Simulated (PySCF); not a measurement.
How many f electrons in ErP?

Unrestricted PBE0; basis Er x2c-TZVPall, P x2c-TZVPall; spin-free X2C with a Gaussian nucleus; PySCF 2.14. The search starts from ions with several 4f fillings and holds each by maximum overlap.

The lowest solution has 2Ms+1 = 4, about 11.2 4f electrons, near 2.29 Å.

The lowest solution of each spin and filling, followed along the bond (rough minima from three points):

```
2Ms+1  4f population  ⟨S²⟩ at the start  R at minimum (Å)  Te (eV)
    4          11.19               3.87              2.29     0.00
    6          11.10               8.76              2.46     0.19
    2          11.37               2.40              2.47     0.21
    6          11.68               8.77              2.70     0.71
```

Solutions at the starting distance of 2.351 Å, counted from the lowest; the search is not exhaustive:

```
2Ms+1  4f population  E (eV)  ⟨S²⟩  ⟨Lz²⟩  μ (D)
    4          11.19    0.00  3.87    9.0  -6.83
    4          11.13    0.10  3.92   12.2  -6.84
    4          11.08    0.15  3.97   12.0  -6.85
    6          11.10    0.20  8.76   10.0  -5.40
    4          11.08    0.24  4.73   10.0  -5.61
    2          11.37    0.25  2.40   12.3  -5.84
    6          11.07    0.26  8.76   13.1  -5.72
    2          11.33    0.28  2.42   12.4  -5.80
    4          11.12    0.41  4.76   10.0  -5.44
    6          11.15    0.51  8.76    9.0  -5.70
    2          11.32    0.75  2.45   11.4  -6.46
    6          11.68    1.07  8.77   10.8  -4.35
```

Partly filled real f orbitals mix terms, so no term symbols are given. A population far from a whole number shows f orbitals mixing with d and ligand orbitals, not a clean configuration. A positive dipole means Er(−)P(+).

Spin–orbit coupling is left out. The state is the lowest single determinant that the PBE0 search found; with open d or f shells the true ground state can be another one.
